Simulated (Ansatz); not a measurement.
Reaction (substitution at a C–O bond): `C[O][Ga]([OH])[O]C` + `N[SiH2]CCl` → `CN[SiH2]CCl` + `C[O][Ga]([OH])[OH]`

Computed with Ansatz on PBE0-D4/def2-TZVP structures; ΔE is electronic, products minus reactants. CCSD(T)/CBS is the MP2 limit (def2-TZVPP, def2-QZVPP) plus CCSD(T) − MP2 in def2-TZVPP, frozen cores. DFT in def2-TZVPP. B3LYP here is the variant with VWN-RPA as its local correlation; programs differ in this. For Ga outer-core shells are correlated without core-valence functions, which leaves a few kJ/mol of doubt a bond. Scalar relativity is left out up to krypton. Each species was taken in one conformer, which may not be the lowest.

`C[O][Ga]([OH])[O]C`:

```xyz
13

C     2.180    0.834   -0.701
O     0.818    0.466   -0.688
Ga    0.041   -0.249    0.729
O     0.986   -0.526    2.205
O    -1.673   -0.677    0.656
C    -2.450   -0.475   -0.505
H     2.702    0.278   -1.487
H     2.690    0.642    0.249
H     2.268    1.902   -0.925
H     0.470   -0.917    2.914
H    -3.310    0.158   -0.262
H    -2.828   -1.437   -0.866
H    -1.894    0.001   -1.319
```

`N[SiH2]CCl`:

```xyz
10

N    -0.792    0.893   -1.217
Si    0.174    0.720    0.184
C     0.554   -1.063    0.678
Cl   -0.991   -1.931    0.931
H    -1.741    0.552   -1.220
H    -0.378    0.827   -2.132
H    -0.523    1.335    1.340
H     1.476    1.390   -0.082
H     1.105   -1.603   -0.093
H     1.117   -1.122    1.611
```

`CN[SiH2]CCl`:

Cartesian coordinates in Å:
```
C 0.335 -0.882 1.666
N 1.003 -0.522 0.433
Si 0.181 -0.293 -1.047
C -0.999 1.182 -1.083
Cl -0.093 2.677 -0.701
H 1.006 -1.438 2.326
H -0.511 -1.539 1.444
H -0.053 -0.019 2.222
H 1.853 0.001 0.573
H 1.195 -0.085 -2.110
H -0.663 -1.493 -1.313
H -1.798 1.092 -0.346
H -1.456 1.318 -2.065
```

`C[O][Ga]([OH])[OH]`:

```xyz
10

C    -1.271   -1.156    0.553
O    -0.516   -0.012    0.888
Ga    0.685    0.688   -0.204
O     0.962   -0.069   -1.785
O     1.601    2.128    0.278
H    -1.090   -1.943    1.291
H    -2.338   -0.909    0.571
H    -1.031   -1.556   -0.439
H     1.631    0.381   -2.306
H     1.367    2.448    1.152
```

```json
{"level": "B3LYP-D4", "ΔE (kJ/mol)": "-19.7", "difference from CCSD(T)/CBS": "3.3"}
{"level": "ωB97X-V", "ΔE (kJ/mol)": "-20.8", "difference from CCSD(T)/CBS": "2.2"}
{"level": "B2PLYP", "ΔE (kJ/mol)": "-20.0", "difference from CCSD(T)/CBS": "3.0"}
{"level": "PBE", "ΔE (kJ/mol)": "-21.5", "difference from CCSD(T)/CBS": "1.5"}
{"level": "r2SCAN", "ΔE (kJ/mol)": "-19.8", "difference from CCSD(T)/CBS": "3.2"}
{"level": "PBE0", "ΔE (kJ/mol)": "-22.3", "difference from CCSD(T)/CBS": "0.7"}
{"level": "B3LYP", "ΔE (kJ/mol)": "-17.9", "difference from CCSD(T)/CBS": "5.1"}
{"level": "HF/def2-TZVPP", "ΔE (kJ/mol)": "-15.4", "difference from CCSD(T)/CBS": "7.6"}
{"level": "MP2/def2-TZVPP", "ΔE (kJ/mol)": "-25.2", "difference from CCSD(T)/CBS": "-2.2"}
{"level": "SCS-MP2/def2-TZVPP", "ΔE (kJ/mol)": "-22.3", "difference from CCSD(T)/CBS": "0.7"}
{"level": "CCSD/def2-TZVPP", "ΔE (kJ/mol)": "-21.4", "difference from CCSD(T)/CBS": "1.6"}
{"level": "HF/def2-QZVPP", "ΔE (kJ/mol)": "-15.3", "difference from CCSD(T)/CBS": "7.7"}
{"level": "MP2/def2-QZVPP", "ΔE (kJ/mol)": "-25.8", "difference from CCSD(T)/CBS": "-2.8"}
{"level": "SCS-MP2/def2-QZVPP", "ΔE (kJ/mol)": "-23.1", "difference from CCSD(T)/CBS": "-0.1"}
{"level": "MP2/CBS(def2)", "ΔE (kJ/mol)": "-26.4", "difference from CCSD(T)/CBS": "-3.4"}
{"level": "CCSD/CBS(def2)", "ΔE (kJ/mol)": "-22.6", "difference from CCSD(T)/CBS": "0.4"}
{"level": "CCSD(T)/CBS", "ΔE (kJ/mol)": "-23.0", "difference from CCSD(T)/CBS": "0"}
```

Largest T1 diagnostic among the species: 0.014.

In def2-TZVPP, CCSD(T) changes the Hartree–Fock value by −6.4 kJ/mol (the triples alone add −0.4 kJ/mol) and MP2 by −9.8 kJ/mol.

CCSD(T)/CBS has its own doubt, a few kJ/mol and more with outer-core shells, so smaller differences from it don't rank the levels.
